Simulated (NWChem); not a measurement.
System: BeHSBr; SMILES [SH][Be][Br]

NWChem printed, in part:

```
             Northwest Computational Chemistry Package (NWChem) 7.3.0
             --------------------------------------------------------

 CS  symmetry detected

                             Geometry "geometry" -> ""
                             -------------------------

 Output coordinates in angstroms (scale by  1.889725989 to convert to a.u.)

  No.       Tag          Charge          X              Y              Z
 ---- ---------------- ---------- -------------- -------------- --------------
    1 Be                   4.0000     0.02030934     0.64603690     0.00000000
    2 Br                  35.0000     0.01077948    -1.31340245     0.00000000
    3 S                   16.0000     0.05254200     2.54732413     0.00000000
    4 H                    1.0000    -1.29919112     2.62775216     0.00000000

 Effective nuclear repulsion energy (a.u.)     143.9731710247

      Symmetry information
      --------------------

 Group name             Cs
 Group number              2
 Group order               2
 No. of unique centers     4

  pbe96 is a nonlocal functional; adding pw91lda local functional.

                                 NWChem DFT Module
                                 -----------------

 Summary of "ao basis" -> "ao basis" (spherical)
 ------------------------------------------------------------------------------
       Tag                 Description            Shells   Functions and Types
 ---------------- ------------------------------  ------  ---------------------
 Be                         def2-svp                 5        9   3s2p
 Br                         def2-svp                12       32   5s4p3d
 S                          def2-svp                 8       18   4s3p1d
 H                          def2-svp                 3        5   2s1p

      Symmetry analysis of basis
      --------------------------

        a'         46
        a"         18

            General Information
            -------------------
          SCF calculation type: DFT
          Wavefunction type:  closed shell.
          No. of atoms     :     4
          No. of electrons :    56
           Alpha electrons :    28
            Beta electrons :    28
          Charge           :     0
          Spin multiplicity:     1
          Use of symmetry is: on ; symmetry adaption is: on
          Maximum number of iterations: 150
          AO basis - number of functions:    64
                     number of shells:    28
          Convergence on energy requested:  1.00D-06
          Convergence on density requested:  1.00D-05
          Convergence on gradient requested:  5.00D-04

              XC Information
              --------------
          PerdewBurkeErnzerhof Exchange Functional  1.000
            Perdew 1991 LDA Correlation Functional  1.000 local
           PerdewBurkeErnz. Correlation Functional  1.000 non-local

             Grid Information
             ----------------
          Grid used for XC integration:  medium
          Radial quadrature: Mura-Knowles
          Angular quadrature: Lebedev.
          Tag              B.-S. Rad. Rad. Pts. Rad. Cut. Ang. Pts.
          ---              ---------- --------- --------- ---------
          Be                  1.05       49           8.0       434
          Br                  1.15      112          11.0       590
          S                   1.00       88          10.0       590
          H                   0.35       45          11.0       434
          Grid pruning is: on
          Number of quadrature shells:   294
          Spatial weights used:  Erf1

      Superposition of Atomic Density Guess
      -------------------------------------

 Sum of atomic energies:       -2984.48613285

      Non-variational initial energy
      ------------------------------

 Total energy =   -2985.177088
 1-e energy   =   -4437.198895
 2-e energy   =    1308.048636
 HOMO         =      -0.335196
 LUMO         =       0.011935

      Symmetry analysis of molecular orbitals - initial
      -------------------------------------------------

  Numbering of irreducible representations:

     1 a'          2 a"

  Orbital symmetries:

     1 a'          2 a'          3 a'          4 a'          5 a'
     6 a"          7 a'          8 a'          9 a'         10 a'
    11 a"         12 a'         13 a'         14 a"         15 a'
    16 a'         17 a'         18 a"         19 a'         20 a"
    21 a'         22 a'         23 a'         24 a'         25 a"
    26 a'         27 a'         28 a"         29 a'         30 a'
    31 a"         32 a'         33 a'         34 a'         35 a"
    36 a'         37 a'         38 a'

   convergence    iter        energy       DeltaE   RMS-Dens  Diis-err
 ---------------- ----- ----------------- --------- --------- ---------
 d= 0,ls=0.0,diis     1  -2986.7015419932 -3.13D+03  1.80D-02  4.46D-01
 d= 0,ls=0.0,diis     2  -2986.6839239059  1.76D-02  1.28D-02  4.57D-01
 d= 0,ls=0.0,diis     3  -2986.7443889142 -6.05D-02  4.27D-03  5.91D-02
 d= 0,ls=0.0,diis     4  -2986.7548351016 -1.04D-02  7.25D-04  1.93D-03
 d= 0,ls=0.0,diis     5  -2986.7551627859 -3.28D-04  1.94D-04  1.46D-04
  Resetting Diis
 d= 0,ls=0.0,diis     6  -2986.7551887194 -2.59D-05  3.59D-05  4.42D-06
 d= 0,ls=0.0,diis     7  -2986.7551893447 -6.25D-07  2.27D-05  3.51D-07
 d= 0,ls=0.0,diis     8  -2986.7551892712  7.34D-08  1.44D-05  7.47D-07
 d= 0,ls=0.0,diis     9  -2986.7551894048 -1.34D-07  1.14D-06  1.03D-08

         Total DFT energy =    -2986.755189404814
      One electron energy =    -4438.668105241300
           Coulomb energy =     1427.607722187039
    Exchange-Corr. energy =     -119.667977375293
 Nuclear repulsion energy =      143.973171024739

 Numeric. integr. density =       56.000003828947

                  Occupations of the irreducible representations
                  ----------------------------------------------

                     irrep           alpha         beta
                     --------     --------     --------
                     a'               21.0         21.0
                     a"                7.0          7.0

                       DFT Final Molecular Orbital Analysis
                       ------------------------------------

 Vector   26  Occ=2.000000D+00  E=-2.822762D-01  Symmetry=a"
              MO Center=  1.3D-02, -8.7D-01, -3.0D-16, r^2= 2.5D+00
   Bfn.  Coefficient  Atom+Function         Bfn.  Coefficient  Atom+Function
  ----- ------------  ---------------      ----- ------------  ---------------
    26      0.527458  2 Br pz                23      0.492075  2 Br pz
    20     -0.326764  2 Br pz                 6     -0.172768  1 Be pz
    54      0.122086  3 S  pz                51      0.109289  3 S  pz
    17      0.106309  2 Br pz                 9      0.074450  1 Be pz
    48      0.061586  3 S  pz                38      0.029085  2 Br d -1

 Vector   27  Occ=2.000000D+00  E=-2.799305D-01  Symmetry=a'
              MO Center=  2.9D-02, -1.0D+00, -4.1D-15, r^2= 2.1D+00
   Bfn.  Coefficient  Atom+Function         Bfn.  Coefficient  Atom+Function
  ----- ------------  ---------------      ----- ------------  ---------------
    24      0.560381  2 Br px                21      0.511510  2 Br px
    18     -0.340357  2 Br px                 4     -0.127011  1 Be px
    15      0.110732  2 Br px                53     -0.069570  3 S  py
    52     -0.067700  3 S  px                45     -0.067226  3 S  s
     7      0.058188  1 Be px                50     -0.058189  3 S  py

 Vector   28  Occ=2.000000D+00  E=-2.408571D-01  Symmetry=a"
              MO Center=  2.6D-02,  2.0D+00, -6.9D-15, r^2= 2.9D+00
   Bfn.  Coefficient  Atom+Function         Bfn.  Coefficient  Atom+Function
  ----- ------------  ---------------      ----- ------------  ---------------
    54      0.590811  3 S  pz                51      0.418935  3 S  pz
    48      0.240724  3 S  pz                26     -0.232790  2 Br pz
    23     -0.173328  2 Br pz                 6     -0.122562  1 Be pz
    20      0.117485  2 Br pz                 9      0.071358  1 Be pz
    17     -0.038217  2 Br pz

 Vector   29  Occ=0.000000D+00  E=-5.806026D-02  Symmetry=a'
              MO Center=  7.1D-02,  7.8D-01,  3.4D-17, r^2= 3.7D+00
   Bfn.  Coefficient  Atom+Function         Bfn.  Coefficient  Atom+Function
  ----- ------------  ---------------      ----- ------------  ---------------
     4      0.621614  1 Be px                 7     -0.485518  1 Be px
    61     -0.480186  4 H  s                 45      0.335569  3 S  s
    24      0.330877  2 Br px                60     -0.235449  4 H  s
    21      0.181478  2 Br px                52     -0.128769  3 S  px
    18     -0.119884  2 Br px                 3     -0.109354  1 Be s

 Vector   30  Occ=0.000000D+00  E=-3.590455D-02  Symmetry=a'
              MO Center= -5.2D-01,  9.2D-01, -1.1D-13, r^2= 5.6D+00
   Bfn.  Coefficient  Atom+Function         Bfn.  Coefficient  Atom+Function
  ----- ------------  ---------------      ----- ------------  ---------------
     3      1.140205  1 Be s                 45     -0.561226  3 S  s
    25     -0.336786  2 Br py                61      0.322670  4 H  s
    14     -0.314248  2 Br s                 52      0.299047  3 S  px
    53      0.291133  3 S  py                13     -0.248885  2 Br s
    44     -0.239189  3 S  s                  2      0.201937  1 Be s

[...]
```

Level: PBE/def2-SVP, vertical spin-unrestricted ions. Geometry: optimised at PBE0/def2-SVP.

Problem. Reconstruct the input file.

Solution. This is not unique; one that fits is the input that was run:
```
start job
memory heap 200 mb stack 900 mb global 1100 mb
geometry units angstroms noautoz
  Be     0.011866     0.696864     0.000000
  Br    -0.073663    -1.260731     0.000000
  S      0.117825     2.595470     0.000000
  H     -1.229771     2.728271     0.000000
end
basis spherical
  * library def2-svp
end
dft
  xc xpbe96 cpbe96
  iterations 150
  vectors input atomic output neutral.movecs
end
task dft energy
charge 1
dft
  odft
  mult 2
  vectors input atomic output cation.movecs
end
task dft energy
```
